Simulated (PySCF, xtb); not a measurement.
Si(H)(Et)(OH)2 (C2H8O2Si), SMILES O[SiH](O)CC.

GFN2-xTB (xtb 6.7.1) at its own geometry gives an orbital gap of 7.03 eV and a dipole moment of 1.62 D.

Geometry optimised at PBE0-D3(BJ)/def2-SVP. One conformer was computed; it need not be the lowest.

Problem. What does PySCF with PBE/def2-TZVP give? (The exact figures need the calculation; the answer reports its results.)

Solution. gap 6.58 eV (levels -6.89 and -0.31 eV), dipole 1.79 D.
